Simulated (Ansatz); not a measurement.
Isomers of CH₅AlO₂Si, relaxed with PBE0-D4/def2-TZVP in Ansatz; electronic energies, one conformer each and not always the lowest. Functionals use def2-TZVPP; CBS adds triple-zeta CCSD(T) − MP2 to the MP2 limit of def2-TZVPP and def2-QZVPP.

Question: Order them by energy at frozen-core CCSD(T)/CBS, lowest first. (Estimate.)
A. `O=[C]([AlH2])O[SiH3]`
B. `C[SiH]1[O][Al]1[OH]`
C. `[OH][Al]1[O]C[SiH2]1`

Answer: B (0.0 kcal/mol), C (24.7 kcal/mol), A (65.2 kcal/mol).

Question: How do ωB97M-V, B3LYP, B2PLYP, PBE0-D4 place them (kcal/mol, against `C[SiH]1[O][Al]1[OH]`)? (An estimate is asked.)

Answer: The calculation gave: 
```
                isomer  ωB97M-V  B3LYP  B2PLYP  PBE0-D4
`O=[C]([AlH2])O[SiH3]`     61.9   59.9    61.9     64.7
`[OH][Al]1[O]C[SiH2]1`     24.1   24.0    24.9     22.4
```

B3LYP here is the variant with VWN-RPA as its local correlation; programs differ in this.
